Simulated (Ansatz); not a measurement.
Al2GaH6N (`[NH2][Al]([AlH2])[GaH2]`). Total charge 0; spin multiplicity 1. Geometry: relaxed with PBE0-D4/def2-TZVP. It is one conformer, not always the lowest.

```xyz
10

N     1.172    1.451   -0.606
Al    0.125    0.141   -0.012
Al   -1.374   -0.947   -1.849
Ga    0.251   -0.447    2.441
H     1.192    1.764   -1.564
H     1.827    1.985   -0.058
H    -2.253   -2.253   -1.583
H    -1.469   -0.340   -3.325
H    -0.722    0.169    3.530
H     1.252   -1.525    3.028
```

What is the dipole moment at B3LYP/def2-TZVPP? (Best estimate.)

Computed: 1.86 D, with components (1.02, 1.34, -0.80) D in this frame, pointing from negative to positive charge.

And with PBE, r2SCAN, ωB97M-V? (Best estimate.)

Computed: PBE 1.94 D, r2SCAN 1.94 D, ωB97M-V 1.81 D.

Give the Mulliken charges with B3LYP, r2SCAN, ωB97M-V in def2-TZVPP. (Best estimate.)

Computed: 
| atom | B3LYP | r2SCAN | ωB97M-V |
| --- | --- | --- | --- |
| N1 | -0.38 | -0.45 | -0.35 |
| Al2 | 0.20 | 0.19 | 0.15 |
| Al3 | 0.31 | 0.38 | 0.29 |
| Ga4 | 0.05 | 0.08 | 0.02 |
| H5 | 0.14 | 0.15 | 0.11 |
| H6 | 0.12 | 0.14 | 0.10 |
| H7 | -0.14 | -0.16 | -0.11 |
| H8 | -0.14 | -0.16 | -0.11 |
| H9 | -0.07 | -0.09 | -0.05 |
| H10 | -0.07 | -0.09 | -0.05 |

B3LYP here is the variant with VWN-RPA as its local correlation; programs differ in this.
